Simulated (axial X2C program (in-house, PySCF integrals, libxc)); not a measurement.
# Spin–orbit effects down a group: molecules with Ni, PBE0

Computed with an in-house relativistic program for diatomic molecules, spin-free (one-electron X2C) or two-component (2c: spin–orbit coupling with atomic mean-field Coulomb and Gaunt terms, which also bring small scalar terms), in Dyall basis sets with cores contracted in-house; open shells are unrestricted.

Basis sets: Be dyall-cv3z, Ca dyall-cv3z, Mg dyall-cv3z, Ni dyall-cv3z.

```
molecule  spin-free state  Re (Å)  ωe (cm⁻¹)  De (eV)  2c state  Re 2c (Å)  ωe 2c (cm⁻¹)  De 2c (eV)
    BeNi   M_S = 1, Λ = 2   2.037      495.8     1.34     Ω = 3      2.037         495.6         n/a
    MgNi   M_S = 1, Λ = 0   2.567      221.2     0.75     Ω = 3      2.466         249.1         n/a
    CaNi   M_S = 1, Λ = 2   2.669      198.2     1.12     Ω = 3      2.669         198.1         n/a
```

Problem. Work out the shifts from the spin-free to the two-component result.

Solution. 

```tsv
molecule	2c state	ΔRe (Å)	Δωe (cm⁻¹)	ΔDe (eV)
BeNi	Ω = 3	0.000	-0.2	n/a
MgNi	Ω = 3	other state	other state	n/a
CaNi	Ω = 3	0.000	-0.1	n/a
```

Shifts of one unit in the last digit are rounding.

Each entry is the lowest single determinant of a limited PBE0 search at one distance. De goes to single-determinant-based atoms at the same level (for ions the charge split of lowest energy) and is withheld (n/a) where an atom does not fit its ground term or J level. Main or longest-lived isotopes. One determinant is a doubtful description, or other states lie close, for BeNi, MgNi, CaNi; these need not be ground states, and all values refer to the states named. With several unpaired electrons the Ω given is that of one determinant, not necessarily of the lowest component. The functionals have no current term, which raises determinants with orbital currents. The lowest determinant changes configuration between the Hamiltonians for MgNi, so two states are compared there.
